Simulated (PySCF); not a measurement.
HCu, singlet, geometry from GFN2-xTB (such geometries of metal compounds can be far from the true shape); TPSS/def2-SVP in PySCF.

Input for PySCF:
```python
from pyscf import gto, scf, dft

mol = gto.Mole()
mol.atom = '''
    Cu   -0.000000   -0.000000   -0.047474
    H     0.000000    0.000000    1.376745
'''
mol.basis = 'def2-svp'
mol.charge = 0
mol.spin = 0
mol.verbose = 4
mol.build()

mf = dft.RKS(mol)
mf.xc = 'tpss'
mf.kernel()
```

The log (banner, timings and long lists left out):

```
PySCF version 2.14.0

[INPUT] verbose = 4
[INPUT] num. atoms = 2
[INPUT] num. electrons = 30
[INPUT] charge = 0
[INPUT] spin (= nelec alpha-beta = 2S) = 0
[INPUT] symmetry False subgroup None
[INPUT] Mole.unit = angstrom
[INPUT] Symbol           X                Y                Z      unit          X                Y                Z       unit  Magmom
[INPUT]  1 Cu     0.000000000000   0.000000000000  -0.047474000000 AA    0.000000000000   0.000000000000  -0.089712858038 Bohr   0.0
[INPUT]  2 H      0.000000000000   0.000000000000   1.376745000000 AA    0.000000000000   0.000000000000   2.601670993364 Bohr   0.0

nuclear repulsion = 10.775125957932
number of shells = 14
number of NR pGTOs = 80
number of NR cGTOs = 36
basis = def2-svp
ecp = {}

******** <class 'pyscf.dft.rks.RKS'> ********
method = RKS
initial guess = minao
damping factor = 0
level_shift factor = 0
DIIS = <class 'pyscf.scf.diis.CDIIS'>
diis_start_cycle = 1
diis_space = 8
diis_damp = 0
SCF conv_tol = 1e-09
SCF conv_tol_grad = None
SCF max_cycles = 50
direct_scf = True
direct_scf_tol = 1e-13
XC library pyscf.dft.libxc version 7.1.2
    S. Lehtola, C. Steigemann, M. J. T. Oliveira, and M. A. L. Marques,  SoftwareX 7, 1–5 (2018)
XC functionals = tpss
    J. Tao, J. P. Perdew, V. N. Staroverov, and G. E. Scuseria,  Phys. Rev. Lett. 91, 146401 (2003)
    J. P. Perdew, J. Tao, V. N. Staroverov, and G. E. Scuseria,  J. Chem. Phys. 120, 6898 (2004)
    J. Tao, J. P. Perdew, V. N. Staroverov, and G. E. Scuseria,  Phys. Rev. Lett. 91, 146401 (2003)
    J. P. Perdew, J. Tao, V. N. Staroverov, and G. E. Scuseria,  J. Chem. Phys. 120, 6898 (2004)
radial grids:
    Treutler-Ahlrichs [JCP 102, 346 (1995); DOI:10.1063/1.469408] (M4) radial grids

becke partition: Becke, JCP 88, 2547 (1988); DOI:10.1063/1.454033
pruning grids: <function nwchem_prune>
grids dens level: 3
symmetrized grids: False
atomic radii adjust function: <function treutler_atomic_radii_adjust>
small_rho_cutoff = 0
Set gradient conv threshold to 3.16228e-05
Initial guess from minao.
tot grids = 30448
init E= -1640.45682577109
  HOMO = -0.0478125450889764  LUMO = -0.0230248069282215  gap/eV = 0.67451
cycle= 1 E= -1639.96310876417  delta_E= 0.494  |g|= 2.36  |ddm|= 2.06
  HOMO = -0.389417533267332  LUMO = -0.2318134176709  gap/eV = 4.28863
cycle= 2 E= -1638.948655253  delta_E= 1.01  |g|= 2.81  |ddm|= 3.91
  HOMO = -0.20442976513893  LUMO = -0.108148435183474  gap/eV = 2.61995
cycle= 3 E= -1640.84817697352  delta_E= -1.9  |g|= 0.277  |ddm|= 3.13
  HOMO = -0.149409256476041  LUMO = -0.0628760292758512  gap/eV = 2.35469
cycle= 4 E= -1640.84270607474  delta_E= 0.00547  |g|= 0.32  |ddm|= 0.628
  HOMO = -0.163888670301904  LUMO = -0.070214617098741  gap/eV = 2.54900
cycle= 5 E= -1640.8609669762  delta_E= -0.0183  |g|= 0.138  |ddm|= 0.398
  HOMO = -0.172803584477394  LUMO = -0.0736602430938085  gap/eV = 2.69783
cycle= 6 E= -1640.86410212596  delta_E= -0.00314  |g|= 0.0546  |ddm|= 0.0929
  HOMO = -0.176147059113595  LUMO = -0.0746106432783948  gap/eV = 2.76295
cycle= 7 E= -1640.86454171723  delta_E= -0.00044  |g|= 0.00531  |ddm|= 0.0406
  HOMO = -0.176018670478879  LUMO = -0.0744555981711246  gap/eV = 2.76367
cycle= 8 E= -1640.86455235275  delta_E= -1.06e-05  |g|= 0.000643  |ddm|= 0.00819
  HOMO = -0.176069949500742  LUMO = -0.0744931853125932  gap/eV = 2.76404
cycle= 9 E= -1640.86455243677  delta_E= -8.4e-08  |g|= 3.74e-05  |ddm|= 0.000754
  HOMO = -0.17607544527678  LUMO = -0.0744959444920275  gap/eV = 2.76412
cycle= 10 E= -1640.86455243701  delta_E= -2.33e-10  |g|= 4.14e-06  |ddm|= 4.24e-05
  HOMO = -0.176074070218934  LUMO = -0.0744954890814311  gap/eV = 2.76409
Extra cycle  E= -1640.86455243698  delta_E= 2.39e-11  |g|= 1.35e-05  |ddm|= 1.36e-05
converged SCF energy = -1640.86455243698
```
